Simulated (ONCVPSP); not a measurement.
Cr (Z = 24): variants of one ONCV potential

Base potential:

- Element: Cr (Z = 24)
- Generator: ONCVPSP 4.0.1
- Type: optimised norm-conserving Vanderbilt (ONCV)
- Functional: PBE
- Relativity: scalar-relativistic
- Frozen core: [Ar]
- Valence charge: 6
- Reference configuration: 3d5 4s0.75 4p0.25
- Partial waves: 4s: rc 2.85 bohr, ncon 4, nbas 7, qcut 1.8 1/bohr, 2 projectors, debl 3 Ha; 4p: rc 3.85 bohr, ncon 4, nbas 7, qcut 2.5 1/bohr, 2 projectors, debl 3.7 Ha; 3d: rc 2.25 bohr, ncon 3, nbas 8, qcut 5.5 1/bohr, 1 projector; f scattering state at 0.14 Ha: rc 2.95 bohr, ncon 4, nbas 7, qcut 4.1 1/bohr, 1 projector
- Local potential: polynomial inside 2.10 bohr (lpopt 5, dvloc0 2 Ha)
- Core correction: Teter function, fcfact 5.25, rcfact 1.15

All-electron outer shells of the reference configuration (PBE, scalar-relativistic, ld1.x):

```
shell  level (eV)  outermost node (bohr)  outermost maximum (bohr)
   3s      -74.36                   0.36                      0.78
   3p      -45.82                   0.33                      0.80
   4s       -4.27                   1.12                      2.74
   3d       -3.28                      –                      0.84
   4p       -1.20                   1.25                      3.89
```

Cutoffs, loose and tight: the cutoffs (Ha) at which the residual kinetic energy of the hardest occupied pseudo-wave falls to 1 and 0.1 mHa per electron. They do not see the model core or the augmentation charge, which bear on the density cutoff. Test errors are all-electron minus pseudo excitation energies from the reference, over the configurations 3d5 4s1 4p0; 3d5 4s0 4p0; 3d4 4s0 4p0; 3d5.5 4s0.5 4p0. A dash means not determined; rows that change the core or the reference have their own tests. The largest error is taken over the tests solved by every variant that gives reliable tests at all: 3d5 4s0 4p0; 3d5 4s1 4p0; 3d5.5 4s0.5 4p0.

```tsv
change	outcome	cutoff, loose	cutoff, tight	bound ghosts	GHOST(+) flags above zero	largest test error (meV)
base	generated	14 Ha	37 Ha	none	s, p	+24
s: qcut 2.3	generated	14 Ha	37 Ha	none	s, p	+21
p: rc 3.92	generated	14 Ha	37 Ha	none	s	+24
core correction Teter function, fcfact 3.5, rcfact 1.15	generated	14 Ha	37 Ha	none	s, p	+25
d: nproj 2	generated	14 Ha	37 Ha	none	s, p	+24
reference 3d5 4s0.5 4p0.5	generated	14 Ha	37 Ha	none	s, p	-32
p: rc 3.66	generated	14 Ha	37 Ha	none	s, p	+24
core correction Teter function, fcfact 3.7, rcfact 1.15	generated	14 Ha	37 Ha	none	s, p	+25
local potential polynomial inside 1.45 bohr (lpopt 5, dvloc0 4 Ha)	generated	14 Ha	37 Ha	none	s	+24
all radii but the core radius scaled by about 1.32 (s 3.76, p 5.08, d 2.96, f 3.88 bohr); local potential polynomial inside 2.76 bohr (lpopt 5, dvloc0 2 Ha)	generated	11 Ha	13 Ha	none	s, p	+12
```

**Question.** What comes out with this change to the base: core [Ne], valence charge 14; reference 3s2 3p6 3d4 4s2; waves now 3s+4s: rc 1.45 bohr, ncon 3, nbas 8, qcut 8.3 1/bohr, 2 projectors; 3p: rc 1.50 bohr, ncon 4, nbas 8, qcut 9.3 1/bohr, 2 projectors, debl 2.2 Ha; 3d: rc 1.95 bohr, ncon 4, nbas 9, qcut 9.1 1/bohr, 2 projectors, debl 0.8 Ha; f scattering state at 0.46 Ha: rc 1.70 bohr, ncon 4, nbas 9, qcut 7.3 1/bohr, 2 projectors, debl 2.8 Ha; local potential polynomial inside 1.15 bohr (lpopt 5, dvloc0 1 Ha)?

**Answer.** outcome: generated; cutoff, loose: 29 Ha; cutoff, tight: 33 Ha; bound ghosts: none; GHOST(+) flags above zero: none; largest test error (meV): -151.

**Question.** What comes out with this change to the base: s: qcut 1.4; p: qcut 1.9; d: qcut 4.2; f: qcut 3.1?

**Answer.** outcome: generated; bound ghosts: none; GHOST(+) flags above zero: s, p; largest test error (meV): +19.

**Question.** What comes out with this change to the base: core correction Teter function, fcfact 5.25, rcfact 1.42?

**Answer.** outcome: generated; cutoff, loose: 14 Ha; cutoff, tight: 37 Ha; bound ghosts: none; GHOST(+) flags above zero: s, p; largest test error (meV): -4.3.
